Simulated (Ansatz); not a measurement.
CH4AsNO, SMILES `O/C=N/[AsH2]`: the same geometry under several functionals.

```yaml
crystal:
  periodic: [false, false, false]
  atoms:
    - {symbol: O, position_ang: [-1.220602, 1.844020, -0.017100]}
    - {symbol: C, position_ang: [-0.224187, 0.982067, 0.207223]}
    - {symbol: N, position_ang: [-0.253850, -0.205040, -0.213007]}
    - {symbol: As, position_ang: [1.249488, -1.234465, 0.217736]}
    - {symbol: H, position_ang: [-1.890614, 1.366345, -0.528454]}
    - {symbol: H, position_ang: [0.571775, 1.463037, 0.785212]}
    - {symbol: H, position_ang: [1.410387, -1.822490, -1.179872]}
    - {symbol: H, position_ang: [0.449803, -2.450473, 0.672462]}
basis:
  gaussian: {orbitals: def2-TZVPP}
hamiltonian: {xc: r2scan, dispersion: d4}
output: {forces: true, orbitals: {seedname: orbitals}}
```

```sh
$ ansatz run in.yaml --threads 2 --pin off --events-out ev --progress --plain --max-ram 4352MiB
```

It prints (some lines left out):

```
Functional definition: r2SCAN
1095 factors; their error is unknown
mean field evaluation 1: about -65471.4789 eV, gradient 6.5e1 eV
mean field evaluation 2: about -65444.2252 eV, gradient 1.2e2 eV
mean field evaluation 4: about -65478.6776 eV, gradient 1.7e1 eV
mean field evaluation 8: about -65479.2368 eV, gradient 3.3e-1 eV
mean field evaluation 16: about -65479.2223 eV, gradient 8.4e-3 eV
mean field -65479.22230670 eV, -2406.3170363602 hartree, gradient 2.4e-5 eV, S^2 0.000000; 0 other end points of the search recorded, 0 dependent functions left out
reference -65479.22231681 eV, -2406.3170367318 hartree; 29, 29 occupied and 168, 168 virtual orbitals, 1095 factors
Total energy: -65479.25797866 eV, -2406.3183472807 hartree
Atom 0 at    -1.220602     1.844020    -0.017100 Å, force    -0.195481     0.248450    -0.016823 eV/Å
Atom 1 at    -0.224187     0.982067     0.207223 Å, force     0.272990     0.117509     0.181820 eV/Å
Atom 2 at    -0.253850    -0.205040    -0.213007 Å, force    -0.162296    -0.269047    -0.176032 eV/Å
Atom 3 at     1.249488    -1.234465     0.217736 Å, force     0.165314    -0.087678     0.055752 eV/Å
Atom 4 at    -1.890614     1.366345    -0.528454 Å, force    -0.041501    -0.038599    -0.034719 eV/Å
Atom 5 at     0.571775     1.463037     0.785212 Å, force    -0.012824     0.034165     0.004878 eV/Å
Atom 6 at     1.410387    -1.822490    -1.179872 Å, force    -0.026164    -0.010781     0.018038 eV/Å
Atom 7 at     0.449803    -2.450473     0.672462 Å, force    -0.000038     0.005983    -0.032914 eV/Å
Dipole moment:    -0.020213     0.039324     0.003048 e Å
```

It took 3.2 s on 2 threads of an Intel Xeon 6975P-C on a shared host, with 0.24 GiB of host memory at the peak.

Changing it to `hamiltonian: {xc: pbe0, dispersion: d4}` and no forces (abridged; 1.9 s):

```
Functional definition: PBE0
mean field evaluation 16: about -65469.3112 eV, gradient 3.2e-5 eV
mean field -65469.31124288 eV, -2405.9528114827 hartree, gradient 3.2e-5 eV, S^2 0.000000
Total energy: -65469.43607394 eV, -2405.9573989395 hartree
```

With the line `hamiltonian: {xc: {name: CAM-B3LYP}, dispersion: d4}` and no forces (abridged; 2.7 s):

```
Functional definition: CAM-B3LYP
mean field evaluation 16: about -65483.3534 eV, gradient 5.9e-5 eV
mean field -65483.35342998 eV, -2406.4688523408 hartree, gradient 5.9e-5 eV, S^2 0.000000
Total energy: -65483.47948237 eV, -2406.4734846805 hartree
```

With the line `hamiltonian: {xc: {name: wB97M-V}}` (abridged; 7.5 s):

```
Functional definition: wB97M-V
mean field evaluation 16: about -65476.8349 eV, gradient 1.2e-4 eV
mean field -65476.83491041 eV, -2406.2293011647 hartree, gradient 4.3e-5 eV, S^2 0.000000
Total energy: -65476.83495159 eV, -2406.2293026782 hartree
Atom 0 force    -0.260422     0.132815    -0.090028 eV/Å
Atom 1 force     0.249950    -0.152677     0.077709 eV/Å
Atom 2 force    -0.007949     0.043133     0.010689 eV/Å
Atom 3 force    -0.036474    -0.176004    -0.078791 eV/Å
Atom 4 force     0.052968     0.046241     0.043347 eV/Å
Atom 5 force    -0.057175    -0.059571    -0.050181 eV/Å
Atom 6 force    -0.010787     0.056804     0.121733 eV/Å
Atom 7 force     0.069889     0.109261    -0.034479 eV/Å
Dipole moment:     0.032736     0.016543     0.022785 e Å
```

With the line `hamiltonian: {xc: {name: revPBE}, dispersion: d4}` and no forces (abridged; 1.4 s):

```
Functional definition: revPBE
mean field evaluation 16: about -65475.7703 eV, gradient 2.6e-4 eV
mean field -65475.77028694 eV, -2406.1901769741 hartree, gradient 5.8e-5 eV, S^2 0.000000
Total energy: -65476.26068608 eV, -2406.2081988099 hartree
```

With the line `hamiltonian: {xc: {name: B97M-V}}` and no forces (abridged; 4.9 s):

```
Functional definition: B97M-V
mean field evaluation 16: about -65469.8393 eV, gradient 1.9e-3 eV
mean field -65469.83932487 eV, -2405.9722181381 hartree, gradient 3.2e-5 eV, S^2 0.000000
Total energy: -65469.83937581 eV, -2405.9722200099 hartree
```
